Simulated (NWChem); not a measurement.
C$_{2}$H$_{3}$NO$_{2}$Si; SMILES O=C1N=C[SiH2]O1

```xyz
9

O     -0.3683    -2.2528     0.0000
C     -0.1046    -1.0953     0.0000
N      1.2513    -0.6017     0.0000
C      1.3354     0.6721     0.0000
Si    -0.3984     1.4437     0.0000
O     -1.0517    -0.1189     0.0000
H      2.3336     1.1320     0.0000
H     -0.7702     2.1904    -1.2292
H     -0.7702     2.1904     1.2292
```
Atoms are numbered in this order, from 1.

Results from NWChem. Pople sets run with spherical d functions. Coordinates come from a PBE0/def2-SVP optimisation. LC-ωPBE (HJS hole) with 6-31G*; x = 1 − exp(−ω/0.25 bohr⁻¹) is a scale chosen for this fit.

```
row           x  −ε(HOMO) (eV)
--------  -----  -------------
ω = 0.05  0.181           7.22
ω = 0.10  0.330       withheld
ω = 0.20  0.551           9.13
ω = 0.35  0.753          10.42
ω = 0.80  0.959          12.20
```

Task: Fit a straight line of the last column on the one before it, predict the withheld value, and compare with the run.

Result: 
1. Means of the 4 shown rows: x = 0.6110, y = 9.742. Slope Σ(x − x̄)(y − ȳ)/Σ(x − x̄)² = 2.073/0.3298 = 6.286; intercept 5.902.
2. The shown rows scatter about the line by 0.228 (root mean square); the largest residual is +0.27, at ω = 0.80.
3. At x = 0.330 (ω = 0.10; inside the shown range) the line gives 7.98.
4. The run gives 7.93, -0.05 from the line, 0.2 times the scatter.
